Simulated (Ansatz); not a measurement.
System: C₄H₂ISe, net charge 0, doublet state. It need not be the lowest isomer of its formula. SMILES: Ic1c[c][se]c1
Geometry from a B3LYP-D3(BJ)/def2-TZVP (Ansatz, a program for electronic structure) optimisation:
```
C
C 1 1.3541
H 2 1.0768 1 128.18
C 1 1.4432 2 117.01 3 -180.00
C 4 1.3421 1 110.76 2 0.00
H 4 1.0794 5 125.75 1 -180.00
Se 5 1.8577 4 116.13 6 -180.00
I 1 2.1016 2 122.02 3 0.00
```
Charge 0, spin multiplicity 2.

Wanted: atomisation energy (electronic, to ground-state atoms), in eV. Cores are frozen in the correlated levels unless marked. Open shells are spin-unrestricted. No spin-orbit coupling. Frozen are the shells of the preceding noble gas and the d and f shells that filled before the atom's block. In def2 rows, elements after Kr have scalar-relativistic effective core potentials. STO-3G rows are all-electron and non-relativistic. The coupled-cluster limit lacks core correlation, which all-electron functionals hold. CBS marks a two-point X^-3 extrapolation of the correlation energy; Hartree-Fock from the larger set.

The UHF reference is spin-contaminated (<S^2> 0.44 over the pure value in the largest basis). 

```
level                                      program  atomisation energy (eV)
----------------------------------  --------------  -----------------------
PBE-D3(BJ)/def2-TZVPD               Ansatz + dftd3                    35.59
BLYP-D4/def2-TZVPD                  Ansatz + dftd4                        ?
revPBE/def2-TZVPD                           Ansatz                        ?
r2SCAN-D3(BJ)/def2-TZVPD            Ansatz + dftd3                    34.16
PBE0/STO-3G                                 Ansatz                    39.71
PBE0-D3(BJ)/def2-TZVP               Ansatz + dftd3                    34.45
PBE0/def2-TZVP                              Ansatz                    34.17
BHLYP-D3(BJ)/def2-TZVPD             Ansatz + dftd3                    31.93
r2SCANh/def2-TZVPD                          Ansatz                    33.70
HSE06-D3(BJ)/def2-TZVPD             Ansatz + dftd3                        ?
CAM-B3LYP/def2-TZVPD                        Ansatz                        ?
LC-wPBE-D3(BJ)/def2-TZVPD           Ansatz + dftd3                    33.74
LC-wPBE-D4/def2-TZVPD               Ansatz + dftd4                    33.79
PBE-QIDH/def2-TZVPD                         Ansatz                    33.72
CCSD/def2-QZVPP                             Ansatz                    31.83
CCSD(T)/CBS(def2-TZVPP,def2-QZVPP)          Ansatz                    33.32
```

**Question.** Complete the blanks.

**Answer.** 
- BLYP-D4/def2-TZVPD, atomisation energy (eV): 33.86
- revPBE/def2-TZVPD, atomisation energy (eV): 33.60
- HSE06-D3(BJ)/def2-TZVPD, atomisation energy (eV): 34.47
- CAM-B3LYP/def2-TZVPD, atomisation energy (eV): 33.06
